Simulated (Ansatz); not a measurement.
Reaction (redistribution): `O[SiH2]O[SiH](F)F` + `O[Si@H](Cl)[Si@H](F)Cl` → `F[SiH2]O[SiH](F)F` + `O[Si@@H](Cl)[Si@@H](O)Cl`

Calculated with Ansatz (gas phase, PBE0-D4/def2-TZVP geometries, no zero-point term in ΔE). CBS: MP2 limit from def2 TZ/QZ plus the TZ coupled-cluster correction, frozen cores. DFT in def2-TZVPP. One conformer a species, not always the lowest.

| level | ΔE (kcal/mol) |
| --- | --- |
| PBE | -1.4 |
| r2SCAN | -1.7 |
| PBE0 | -1.7 |
| CCSD/CBS(def2) | -2.1 |

(1) What does CCSD(T)/CBS give? (Best estimate.)

Largest T1 diagnostic among the species: 0.012.

## Answers

(1) Computed: -2.1 kcal/mol. The listed levels differ from it by 0.7, 0.4, 0.4, 0.0 kcal/mol.
